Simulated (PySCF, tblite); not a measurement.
Species: C8H7FO.
Atom-mapped SMILES: `[CH3:1][C:2](=[O:3])[c:4]1[cH:5][cH:6][cH:7][c:8]([F:9])[cH:10]1` (hydrogens: H11, H12, H13 on C1; H14 on C5; H15 on C6; H16 on C7; H17 on C10)

Structure optimised with GFN2-xTB, isolated species.

Question: Give the optimised bond lengths and angles.

Answer: 
```json
{"bond": "C1–C2", "length (Å)": "1.507"}
{"bond": "C2=O3", "length (Å)": "1.210"}
{"bond": "C2–C4", "length (Å)": "1.491"}
{"bond": "C4–C5", "length (Å)": "1.395"}
{"bond": "C5–C6", "length (Å)": "1.382"}
{"bond": "C6–C7", "length (Å)": "1.385"}
{"bond": "C7–C8", "length (Å)": "1.384"}
{"bond": "C8–F9", "length (Å)": "1.349"}
{"bond": "C8–C10", "length (Å)": "1.381"}
{"bond": "C4–C10", "length (Å)": "1.393"}
{"bond": "C1–H11, C1–H12, C1–H13", "length (Å)": "1.088"}
{"bond": "C5–H14", "length (Å)": "1.079"}
{"bond": "C6–H15", "length (Å)": "1.079"}
{"bond": "C7–H16", "length (Å)": "1.078"}
{"bond": "C10–H17", "length (Å)": "1.078"}
```

Bonds in one row agree within 0.01 Å and their mean is given. A selection of angles:
```json
{"angle": "C1–C2–O3", "degrees": "121.9"}
{"angle": "C1–C2–C4", "degrees": "117.0"}
{"angle": "O3–C2–C4", "degrees": "121.1"}
{"angle": "C2–C4–C5", "degrees": "117.8"}
{"angle": "C2–C4–C10", "degrees": "123.1"}
{"angle": "C5–C4–C10", "degrees": "119.2"}
{"angle": "C4–C5–C6", "degrees": "121.0"}
{"angle": "C5–C6–C7", "degrees": "120.2"}
{"angle": "C6–C7–C8", "degrees": "118.4"}
{"angle": "C7–C8–F9", "degrees": "118.9"}
{"angle": "C7–C8–C10", "degrees": "122.5"}
{"angle": "F9–C8–C10", "degrees": "118.5"}
{"angle": "C4–C10–C8", "degrees": "118.8"}
```

Dihedral angles: C1–C2–C4–C5 180° (antiperiplanar).

The C–C distances run from 1.381 Å (C8–C10, aromatic) to 1.507 Å (C1–C2, drawn single), a spread of 0.126 Å. The 10 heavy atoms lie in one plane (0.000 Å rms). Of the pairs four or more bonds apart, O3···H14 is among the closest relative to their van der Waals radii: 2.42 Å, 89 % of the sum of Bondi's values. The 6-membered ring C4–C5–C6–C7–C8–C10 has internal angles of 118.4° to 122.5°; it is planar, 0.00 Å rms from its mean plane, widest ring torsion 0°.

Point group: Cs (every atom within 0.08 Å of its image). Its GFN2-xTB frequencies are all real (lowest 26 cm⁻¹). The numbers are those of one conformer. 3 starts were optimised and ended at 0.00, 0.00 and 0.34 kcal/mol (GFN2-xTB); the lowest of these is shown.

All values are computed, not measured.
